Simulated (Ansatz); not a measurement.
Reaction (cleavage of the Si–B bond): `CB(Cl)[SiH2]O` + `N[SiH2][SiH3]` → `O[SiH2]N[SiH2][SiH3]` + `CBCl`

Computed with Ansatz on PBE0-D4/def2-TZVP structures; ΔE is electronic, products minus reactants. CCSD(T)/CBS adds triple-zeta CCSD(T) − MP2 to the extrapolated MP2 energy (def2 sets, frozen cores). This one scheme is used for every species. Functionals use def2-TZVPP. B3LYP here is the variant with VWN-RPA as its local correlation; programs differ in this. One conformer a species, not always the lowest.

```tsv
level	ΔE (kJ/mol)	difference from CCSD(T)/CBS
B3LYP-D4	-103.5	2.5
ωB97X-V	-102.8	3.2
B2PLYP	-105.2	0.8
PBE0	-93.3	12.7
HF/def2-TZVPP	-113.8	-7.8
MP2/def2-TZVPP	-113.1	-7.1
HF/def2-QZVPP	-115.0	-9.0
MP2/def2-QZVPP	-113.2	-7.2
MP2/CBS(def2)	-112.4	-6.4
CCSD/CBS(def2)	-106.6	-0.6
CCSD(T)/CBS	-106.0	0
```

Largest T1 diagnostic among the species: 0.012.

The D4 term adds −4.9 kJ/mol with B3LYP and −2.8 kJ/mol with PBE0; it sums over pairs of atoms, weighted by their polarisabilities, and B3LYP, whose exchange is more repulsive, gets the larger term. From PBE to PBE0 (25 % exact exchange), in def2-TZVPP and without D4, ΔE moves by −7.2 kJ/mol.
